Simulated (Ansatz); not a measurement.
Consider the redistribution: `C[CH](C)[GaH][CH](C)C` + `CC(C)[Si]F` → `C[CH](C)[Ga]([CH](C)C)[CH](C)C` + `F[SiH]`.

Program: Ansatz. Geometries: PBE0-D4/def2-TZVP. ΔE: electronic, gas phase. CBS: MP2 limit from def2 TZ/QZ plus the TZ coupled-cluster correction, frozen cores. This one scheme is used for every species. Functionals use def2-TZVPP. B3LYP here is the variant with VWN-RPA as its local correlation; programs differ in this. For Ga outer-core shells are correlated without core-valence functions, which leaves a few kJ/mol of doubt a bond. Scalar relativity is left out up to krypton. Each species was taken in one conformer, which may not be the lowest.

Q: Is it downhill or uphill in electronic energy at CCSD(T)/CBS, and by how much? (Best estimate.)

A: The calculation gave: Uphill: ΔE = +6.0 kcal/mol.

Q: What do these levels give: revPBE-D4, r2SCAN0-D4, B2PLYP, r2SCAN, B3LYP, MP2/def2-QZVPP? (Best estimate.)

A: Computed: revPBE-D4 7.7, r2SCAN0-D4 8.7, B2PLYP 7.7, r2SCAN 9.8, B3LYP 9.3, MP2/def2-QZVPP 5.4 kcal/mol.

Largest T1 diagnostic among the species: 0.015.

In def2-TZVPP, CCSD(T) changes the Hartree–Fock value by −4.6 kcal/mol (the triples alone add −0.3 kcal/mol) and MP2 by −4.8 kcal/mol. The D4 term adds −2.2 kcal/mol with B3LYP and −1.7 kcal/mol with PBE0; it sums over pairs of atoms, weighted by their polarisabilities, and B3LYP, whose exchange is more repulsive, gets the larger term. Leaving LDA and LC-ωPBE aside and taking each functional with its dispersion term where it has one, the values, not all of them listed here, spread over 2.8 kcal/mol, from BLYP-D4 to B97M-V. LDA lies +0.9 kcal/mol from PBE without D4.
